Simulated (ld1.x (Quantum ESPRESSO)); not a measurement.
**u(r) = r·R(r): atom against pseudo-atom (Nd (Z = 60))**

Columns: radius, all-electron u(r) and pseudo u(r) of the 5p shell (level -23.43 eV) of neodymium in the configuration [Kr] 4d10 4f3.5 5s2 5p6 5d0.5 6s2 6p0; LDA (PZ), scalar-relativistic, ultrasoft scheme, ld1.x (Quantum ESPRESSO) 7.5.

| r (bohr) | all-electron | pseudo |
| --- | --- | --- |
| 0.140 | -0.1980 | -0.0229 |
| 0.280 | -0.0920 | -0.0889 |
| 0.420 | 0.3769 | -0.1910 |
| 0.560 | 0.4276 | -0.3181 |
| 0.700 | 0.1691 | -0.4569 |
| 0.840 | -0.1737 | -0.5934 |
| 0.980 | -0.4747 | -0.7147 |
| 1.120 | -0.6906 | -0.8101 |
| 1.260 | -0.8204 | -0.8731 |
| 1.400 | -0.8784 | -0.9008 |
| 1.540 | -0.8834 | -0.8950 |
| 1.680 | -0.8522 | -0.8605 |
| 1.820 | -0.7983 | -0.8047 |
| 1.960 | -0.7320 | -0.7360 |
| 2.100 | -0.6605 | -0.6620 |
| 2.240 | -0.5886 | -0.5888 |
| 2.380 | -0.5194 | -0.5194 |
| 2.520 | -0.4548 | -0.4548 |
| 2.660 | -0.3957 | -0.3957 |
| 2.800 | -0.3426 | -0.3426 |
| 2.940 | -0.2953 | -0.2953 |
| 3.080 | -0.2538 | -0.2538 |
| 3.220 | -0.2174 | -0.2174 |
| 3.360 | -0.1858 | -0.1858 |
| 3.500 | -0.1584 | -0.1584 |
| 3.640 | -0.1348 | -0.1348 |

(1) How many radial nodes do the two functions have?

(2) At about which radius was the pseudo-wave matched?

(3) Where does each function peak?

(4) Is the pseudo-wave norm-conserving?

Results:

(1) The all-electron 5p function has n − l − 1 = 3 (the table is too coarse to show those close to the nucleus); the pseudo-wave has 0, since the states of the same l below it are removed with the core.

(2) 2.35 bohr, where the columns begin to agree (steps of 0.14 bohr).

(3) Outermost all-electron maximum near 1.54 bohr, pseudo maximum near 1.40 bohr (to the table’s step).

(4) No, it belongs to an ultrasoft set: the norm inside the radius is not constrained, and the difference is carried by the augmentation charge.
